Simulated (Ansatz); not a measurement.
Reaction (redistribution): `[OH][SbH][NH][SiH3]` + `O[SiH](F)[SiH3]` → `[OH][SbH][SiH3]` + `O[SiH](F)N[SiH3]`

Isolated molecules relaxed with PBE0-D4/def2-TZVP in Ansatz; ΔE leaves out vibrations. CCSD(T)/CBS adds triple-zeta CCSD(T) − MP2 to the extrapolated MP2 energy (def2 sets, frozen cores). def2 core potentials past Kr. For Sb outer-core shells are correlated without core-valence functions, which leaves a few kJ/mol of doubt a bond. One conformer a species, not always the lowest.

```
              species  CCSD(T)/def2-TZVPP energy (Eh)
`[OH][SbH][NH][SiH3]`                      -662.09536
    `O[SiH](F)[SiH3]`                      -756.09646
    `[OH][SbH][SiH3]`                      -606.78471
   `O[SiH](F)N[SiH3]`                      -811.44530
```

(1) Work out ΔE.

Largest T1 diagnostic among the species: 0.014.

Answers

(1) ΔE = (-606.78471) + (-811.44530) − (-662.09536) − (-756.09646) = -0.03819 Eh = -24.0 kcal/mol. CCSD(T)/CBS gives -24.2 kcal/mol.

In def2-TZVPP, CCSD(T) changes the Hartree–Fock value by +3.4 kcal/mol (the triples alone add +0.7 kcal/mol) and MP2 by +2.6 kcal/mol. From PBE to PBE0 (25 % exact exchange), in def2-TZVPP and without D4, ΔE moves by −2.3 kcal/mol.
